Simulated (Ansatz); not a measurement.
```yaml
crystal:
  periodic: [false, false, false]
  atoms:
    - {symbol: F, position_ang: [0.955520, -1.394048, 1.351504]}
    - {symbol: Ge, position_ang: [0.224896, -0.391627, 0.154419]}
    - {symbol: F, position_ang: [-0.814772, -1.485921, -0.682281]}
    - {symbol: Se, position_ang: [-1.120705, 1.264301, 1.070734]}
    - {symbol: Se, position_ang: [1.991904, 0.362760, -1.143791]}
    - {symbol: H, position_ang: [-2.258647, 0.333393, 1.095402]}
    - {symbol: H, position_ang: [1.083004, 1.243242, -1.891588]}
basis:
  gaussian: {orbitals: def2-TZVPD, fitting: {mean_field: def2-universal-jkfit}}
magnetization: {spin_polarized: true, initial_magnetization: 8}
hamiltonian: {xc: {name: revPBE0}}
```

```sh
$ ansatz run in.yaml --threads 4 --pin off --events-out ev --progress --plain --max-ram 11315MiB
```

Output, abridged:

```
Functional definition: revPBE0
988 factors; integrals over basis functions are off by at most 1.6e0 eV
mean field evaluation 1: about -192646.3335 eV, gradient 3.6e1 eV
mean field evaluation 2: about -192549.2858 eV, gradient 1.4e2 eV
mean field evaluation 4: about -192651.2013 eV, gradient 7.7e0 eV
mean field evaluation 8: about -192651.4847 eV, gradient 4.1e-1 eV
mean field evaluation 16: about -192651.4872 eV, gradient 8.6e-3 eV
mean field evaluation 32: about -192651.4872 eV, gradient 3.2e-5 eV
mean field -192651.48720185 eV, -7079.8115707998 hartree, gradient 3.2e-5 eV, S^2 20.009987; 6 other end points of the search recorded, 0 dependent functions left out
reference -192651.48727336 eV, -7079.8115734278 hartree; 64, 56 occupied and 202, 210 virtual orbitals, 988 factors
Total energy: -192651.48727336 eV, -7079.8115734278 hartree
```

Q: What is wrong with this run?

A: The spin is set far too high for this molecule. Self-consistency was reached. The result belongs to that input, not to the molecule as meant.
